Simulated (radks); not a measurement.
Problem. Radial electron density D(r) = 4 pi r^2 rho(r) of an atom or ion with 24 electrons. Method: scalar-relativistic Kohn-Sham, BLYP, spin-unpolarised, spherical densities, point nucleus; computed with a radial shooting solver on a logarithmic mesh with Libxc functionals.

```
   r/bohr * D(r) (the largest magnitude, 40.3, reaches the edge; | marks zero)
 0.004976 |     *
 0.005566 |      *
 0.006275 |        *
 0.007075 |         *
 0.007914 |           *
 0.008923 |              *
  0.01006 |                *
  0.01125 |                   *
  0.01269 |                      *
  0.01419 |                          *
    0.016 |                             *
  0.01804 |                                 *
  0.02018 |                                     *
  0.02275 |                                        *
  0.02565 |                                           *
  0.02869 |                                             *
  0.03235 |                                               *
  0.03648 |                                               *
   0.0408 |                                               *
    0.046 |                                             *
  0.05145 |                                           *
  0.05801 |                                         *
  0.06541 |                                       *
  0.07316 |                                      *
  0.08249 |                                      *
    0.093 |                                       *
    0.104 |                                          *
   0.1173 |                                              *
   0.1312 |                                                  *
   0.1479 |                                                     *
   0.1668 |                                                      *
   0.1865 |                                                    *
   0.2103 |                                                *
   0.2371 |                                         *
   0.2652 |                                  *
   0.2991 |                            *
   0.3372 |                        *
   0.3771 |                      *
   0.4252 |                        *
   0.4756 |                          *
   0.5363 |                            *
   0.6046 |                            *
   0.6763 |                           *
   0.7625 |                       *
   0.8597 |                  *
   0.9616 |             *
    1.084 |        *
    1.222 |     *
    1.367 |  *
    1.542 | *
    1.724 |*
    1.944 *
    2.192 *
    2.452 *
    2.765 *
```

What is the nuclear charge?

Solution. Z = 29. The innermost maximum, from 1s, lies near gamma/Z bohr with gamma = sqrt(1 - (Z/c)^2) = 0.977, here 0.0337 bohr (found: 0.0365), and its height grows with Z. The density is that of the copper ion Cu5+ in [Ar] 3d6; the configuration itself is not fixed sharply by these data, and Z only to about a unit. D(r) has 3 maxima, at r = 0.0365, 0.164, 0.586 bohr, and minima at 0.0780, 0.377 bohr, inside which lie 2.10, 10.80 electrons.
